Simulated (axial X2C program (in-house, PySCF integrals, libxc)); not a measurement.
Curves of AuCl from open-shell CI on d9 s1 p(π)0

Computed with an in-house all-electron X2C program for linear molecules (integrals from PySCF): two-component X2C with atomic mean-field Coulomb and Gaunt terms, basis Au dyall-v3z, Cl dyall-av3z (cores contracted in-house). Orbitals come from Hartree–Fock averaged over the configuration Au d9 s1 p(π)0; CI then distributes these electrons over the d, s, p(π) shells of Au.

Scan along the bond; masses Au 196.967 u, Cl 34.969 u. Energies in cm⁻¹ from the lowest point; levels are followed by energy order within each Ω. Lowest level at 2.371 Å: 93% d10.

```json
{"R (Å)": "2.205", "(1)Ω=0": "146", "(2)Ω=0": "7684", "(1)Ω=1": "7975", "(1)Ω=2": "9710", "(2)Ω=1": "11999", "(1)Ω=3": "13178", "(3)Ω=0": "13056"}
{"R (Å)": "2.288", "(1)Ω=0": "0", "(2)Ω=0": "6600", "(1)Ω=1": "6901", "(1)Ω=2": "8726", "(2)Ω=1": "11014", "(1)Ω=3": "11675", "(3)Ω=0": "11944"}
{"R (Å)": "2.371", "(1)Ω=0": "538", "(2)Ω=0": "6402", "(1)Ω=1": "6708", "(1)Ω=2": "8539", "(2)Ω=1": "10835", "(1)Ω=3": "11099", "(3)Ω=0": "11649"}
{"R (Å)": "2.466", "(1)Ω=0": "1718", "(2)Ω=0": "6932", "(1)Ω=1": "7240", "(1)Ω=2": "9012", "(2)Ω=1": "11320", "(1)Ω=3": "11232", "(3)Ω=0": "12017"}
{"R (Å)": "2.561", "(1)Ω=0": "3290", "(2)Ω=0": "8004", "(1)Ω=1": "8309", "(1)Ω=2": "9979", "(2)Ω=1": "12302", "(1)Ω=3": "11934", "(3)Ω=0": "12898"}
{"R (Å)": "2.667", "(1)Ω=0": "5330", "(2)Ω=0": "9596", "(1)Ω=1": "9894", "(1)Ω=2": "11425", "(2)Ω=1": "13764", "(1)Ω=3": "13143", "(3)Ω=0": "14265"}
{"R (Å)": "2.798", "(1)Ω=0": "8106", "(2)Ω=0": "11875", "(1)Ω=1": "12160", "(1)Ω=2": "13508", "(2)Ω=1": "15862", "(1)Ω=3": "14985", "(3)Ω=0": "16270"}
```

Problem. Fit the curves (1)Ω=0, (2)Ω=0, (1)Ω=1, (1)Ω=2, (2)Ω=1, (1)Ω=3, (3)Ω=0 near their minima.

Solution. From the open-shell CI curves, Te from the lowest:

```csv
level,Te (cm⁻¹),Re (Å),ωe (cm⁻¹)
(1)Ω=0,0,2.261,354.9
(2)Ω=0,6424,2.352,333.6
(1)Ω=1,6729,2.351,333.0
(1)Ω=2,8564,2.353,316.5
(2)Ω=1,10858,2.351,318.5
(1)Ω=3,11104,2.400,307.9
(3)Ω=0,11688,2.367,311.6
```

Without dynamic correlation distances can be off by several hundredths of an Å (long for ionic bonds, short for multiple bonds) and the wavenumbers are rough.

The 7 lowest curves are shown; the next is (2)Ω=2, from 12313 cm⁻¹.

Dynamic correlation is missing, so gaps between terms are too wide and other configurations may lie lower; the lowest level listed is that of this model, not necessarily the ground state. The lowest levels belong to d10, not to the averaged configuration, so orbitals and distance suit them less well. For d shells the ligand-field splittings (σ, π, δ) and their order can be off by a thousand cm⁻¹ or more. At most 4 roots were kept for each Ω > 0 (twice that for Ω = 0) within 3.2 eV of the lowest, so higher up levels can be missing between those listed; levels with Ω > 0 are doubly degenerate and listed once, Ω = 0 levels singly. Some active spinors are only partly of the character that their shell is named for, so the shell names and counts are nominal. States that fill the shells left empty in the average are placed too high.
